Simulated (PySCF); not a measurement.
In(Me)3 (C3H9In), SMILES [CH3][In]([CH3])[CH3].

The structure is a stationary point at ωB97X-D3(BJ)/def2-SVP. The isomer is the one that the SMILES or the coordinates give; other isomers of the formula were not compared. The def2 effective core potentials stand for the cores of In; spin–orbit coupling is left out.

The numbers are results of TDA-ωB97X/def2-SVPD (PySCF 2.14.0), not measurements.

Vertical excitations. Gas-phase values at a fixed geometry.

Computed excitation energies, oscillator strengths and character:
| state | energy (eV) | λ (nm) | f | main pairs |
|---|---|---|---|---|
| S1 | 5.10 | 243 | 0.000 | HOMO→LUMO 98 % |
| S2 | 5.10 | 243 | 0.000 | HOMO−1→LUMO 98 % |
| S3 | 6.62 | 187 | 0.208 | HOMO→LUMO+1 88 % |
| S4 | 6.63 | 187 | 0.221 | HOMO−1→LUMO+1 88 % |
| S5 | 7.90 | 157 | 0.000 | HOMO→LUMO+3 44 %, HOMO−1→LUMO+2 37 % |
| S6 | 7.98 | 155 | 0.000 | HOMO→LUMO+2 56 %, HOMO−1→LUMO+3 29 % |
| S7 | 8.05 | 154 | 0.006 | HOMO−1→LUMO+2 34 %, HOMO→LUMO+3 32 %, HOMO→LUMO+4 25 % |
| S8 | 8.10 | 153 | 0.003 | HOMO−1→LUMO+3 39 %, HOMO−1→LUMO+4 36 %, HOMO→LUMO+2 16 % |
| S9 | 8.57 | 145 | 0.215 | HOMO−1→LUMO+4 45 %, HOMO−1→LUMO+3 15 %, HOMO→LUMO+2 13 % |
| S10 | 8.59 | 144 | 0.198 | HOMO→LUMO+4 52 %, HOMO−1→LUMO+2 11 % |
| T1 | 4.88 | 254 | 0 | HOMO−1→LUMO 95 % |
| T2 | 4.88 | 254 | 0 | HOMO→LUMO 95 % |
| T3 | 5.90 | 210 | 0 | HOMO−1→LUMO+1 65 %, HOMO−1→LUMO+7 12 %, HOMO−1→LUMO+4 11 % |
| T4 | 5.90 | 210 | 0 | HOMO→LUMO+1 65 %, HOMO→LUMO+4 13 %, HOMO→LUMO+7 12 % |
Triplets are in the Tamm–Dancoff approximation.
